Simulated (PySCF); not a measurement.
Isomers of C3H9NO2Si, mass 119.040 u with the commonest isotopes. Computed with PBE0-D3(BJ)/def2-SVP geometry optimisation, gas phase (PySCF 2.14.0). One conformer each, none proved a minimum here; rigid rotors.

Question: Order these by rotational constant B, largest first.
A. `[CH2:1]=[N:2][SiH:3]([O:4][CH3:5])[O:6][CH3:7]` with C1–N2–Si3–O4 -120°, N2–Si3–O4–C5 -63°, N2–Si3–O6–C7 -171°
B. `[CH3:1][NH:2][SiH2:3][O:4][C:5]([CH3:6])=[O:7]` with C1–N2–Si3–O4 73°, N2–Si3–O4–C5 180°, Si3–O4–C5–C6 179°
C. `[NH2:1][CH2:2][SiH:3]1[O:4][CH2:5][CH2:6][O:7]1` with H–N1–C2–Si3 -65° and 176°, N1–C2–Si3–O4 -73°, C2–Si3–O4–C5 121°, Si3–O4–C5–C6 -23°, O4–C5–C6–O7 34°, C5–C6–O7–Si3 -30°

Answer: A (2062 MHz), C (1805 MHz), B (1071 MHz).

Question: Order these by rotational constant C, smallest first.
A. `[CH2:1]=[N:2][SiH:3]([O:4][CH3:5])[O:6][CH3:7]` with C1–N2–Si3–O4 -120°, N2–Si3–O4–C5 -63°, N2–Si3–O6–C7 -171°
B. `[NH2:1][CH2:2][SiH:3]1[O:4][CH2:5][CH2:6][O:7]1` with H–N1–C2–Si3 -65° and 176°, N1–C2–Si3–O4 -73°, C2–Si3–O4–C5 121°, Si3–O4–C5–C6 -23°, O4–C5–C6–O7 34°, C5–C6–O7–Si3 -30°
C. `[CH3:1][NH:2][SiH2:3][O:4][C:5]([CH3:6])=[O:7]` with C1–N2–Si3–O4 73°, N2–Si3–O4–C5 180°, Si3–O4–C5–C6 179°

Answer: C (943.5 MHz), A (1162 MHz), B (1632 MHz).

Question: Order these by dipole moment, largest first.
A. `[CH3:1][NH:2][SiH2:3][O:4][C:5]([CH3:6])=[O:7]` with C1–N2–Si3–O4 73°, N2–Si3–O4–C5 180°, Si3–O4–C5–C6 179°
B. `[CH2:1]=[N:2][SiH:3]([O:4][CH3:5])[O:6][CH3:7]` with C1–N2–Si3–O4 -120°, N2–Si3–O4–C5 -63°, N2–Si3–O6–C7 -171°
C. `[NH2:1][CH2:2][SiH:3]1[O:4][CH2:5][CH2:6][O:7]1` with H–N1–C2–Si3 -65° and 176°, N1–C2–Si3–O4 -73°, C2–Si3–O4–C5 121°, Si3–O4–C5–C6 -23°, O4–C5–C6–O7 34°, C5–C6–O7–Si3 -30°

Answer: A (2.96 D), C (1.34 D), B (0.55 D).

| SMILES | point group | Ia (u·Å²) | Ib (u·Å²) | Ic (u·Å²) | κ | μa (D) | μb (D) | μc (D) |
| --- | --- | --- | --- | --- | --- | --- | --- | --- |
| C=N[SiH](OC)OC | C1 | 227.36 | 245.08 | 434.74 | 0.70 | 0.37 | 0.40 | 0.07 |
| NC[SiH]1OCCO1 | C1 | 140.59 | 280.04 | 309.68 | -0.82 | 0.98 | 0.90 | 0.12 |
| CN[SiH2]OC(C)=O | C1 | 96.45 | 471.77 | 535.63 | -0.94 | 1.62 | 2.34 | 0.83 |
